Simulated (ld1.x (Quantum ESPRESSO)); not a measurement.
## PBE PAW dataset for W (Z = 74), scalar-relativistic all-electron reference.

| Quantity | Value |
| --- | --- |
| Element | W |
| Generator | ld1.x (Quantum ESPRESSO) 7.5 |
| Type | PAW |
| Functional | PBE |
| Relativity | scalar-relativistic |
| Frozen core | [Kr] 4d10 |
| Valence charge | 28 |
| Reference configuration | 4f14 5s2 5p6 5d4 6s1.75 6p0.25 |
| Partial waves | 5s (bound): rcut 1.35, rcutus 1.75 bohr; 6s (bound): rcut 1.35, rcutus 1.75 bohr; 5p (bound): rcut 1.90, rcutus 2.05 bohr; 6p (bound): rcut 1.90, rcutus 2.05 bohr; 5d (bound): rcut 2.35, rcutus 2.75 bohr; 5d channel at -0.05 Ry: rcut 2.35, rcutus 2.75 bohr; 4f (bound): rcut 1.10, rcutus 1.25 bohr; 4f channel at -0.55 Ry: rcut 1.10, rcutus 1.25 bohr |
| Local potential | all-electron potential smoothed inside 2.20 bohr (lloc = -1) |
| Core correction | a·sin(br)/r model core, default radius (core density twice the valence density) |
| Augmentation charge | GAUSS, radius 0.90 bohr |

(1) Is the overlap operator S = 1 + Σ q|β⟩⟨β| positive definite (Bessel basis up to 400 Ry)?

## Answers

(1) No: its lowest eigenvalue is -0.279, in the s channel, so the generalised eigenproblem breaks down once the basis is large enough.

Its largest configuration-test error is +0.4 meV (4f14 5s2 5p6 5d4 6s2 6p0). Test run stopped at test 7 of 7 (negative rho), 5 before it not solved. Not counted: 4f14 5s2 5p6 5d4 6s1 6p1 (solver errors, printed error -9394 eV); 4f14 5s2 5p6 5d4 6s1.5 6p0 (solver errors, printed error -9252 eV); 4f14 5s2 5p6 5d4 6s1 6p0 (solver errors, printed error -9146 eV); 2 more.

The ghost test of this file was not conclusive. Its overlap operator is not positive definite in a basis up to 400 Ry (lowest eigenvalue s -0.28), so the file is unfit for use: the generalised eigenproblem breaks down once the basis is large enough, and its test numbers describe a broken file.
